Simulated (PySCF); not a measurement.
[PySCF 2.14: NMR shieldings at PBE0/pcSseg-1/GIAO; structure optimised with GFN2-xTB; a single conformation; equivalent nuclei averaged; non-relativistic; in vacuum]

Chemical shifts δ = σref − σ; 1H (σ = 31.72 ppm), 13C (σ = 186.93 ppm) vs TMS, all at this level. Shifts are as computed. Against solution values, carbons near 30 ppm lie about +3 ppm off and those near 130 ppm about +5 ppm. Of 1211 compounds with measured shifts, 218 miss one by over three times the rms of a fit or turn the order of signals round; such compounds aren't used in these exercises. OH and NH positions are gas-phase values without hydrogen bonding to other molecules.

How many 13C and 1H signals does each give (equivalence by symmetry and fast rotation, but not about amide C–N or C=N bonds)? `N=C(C(F)(F)F)C(F)(F)F`, `C=NC([SiH3])([SiH3])C(F)(F)F`, `CCc1cnnn1C`, `Cc1nnc(C)n1C`

Answers

N=C(C(F)(F)F)C(F)(F)F: 3 C, 1 H; C=NC([SiH3])([SiH3])C(F)(F)F: 3 C, 3 H; CCc1cnnn1C: 5 C, 4 H; Cc1nnc(C)n1C: 3 C, 2 H.
